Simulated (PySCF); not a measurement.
These 2 structures share the formula C3H5NOSSi. Method: PySCF 2.14.0, PBE0-D3(BJ)/def2-SVP geometry optimisation, gas phase. One conformer each; no zero-point energy, no entropy. No frequencies were run at this level. Point groups hold within 0.08 Å.

Question: Rank from lowest to highest electronic energy at this level (kJ/mol).
A. `[SiH3:1][S:2][c:3]1[cH:4][cH:5][o:6][n:7]1` with Si1–S2–C3–C4 180°
B. `[SiH3:1][O:2][c:3]1[cH:4][s:5][cH:6][n:7]1` with Si1–O2–C3–C4 -179°

Answer: B (0.0), A (151.0).

As drawn, the lower has an Si–O bond, which the higher lacks; the higher has an N–O linkage, which the lower lacks.

| SMILES | E (Eh) | E rel (kJ/mol) | dipole (D) | point group | A, B, C (MHz) |
| --- | --- | --- | --- | --- | --- |
| [SiH3]Oc1cscn1 | -934.07586 | 0.0 | 1.08 | Cs | 6428, 1034, 900.6 |
| [SiH3]Sc1ccon1 | -934.01836 | 151.0 | 1.88 | Cs | 4448, 1204, 958.5 |
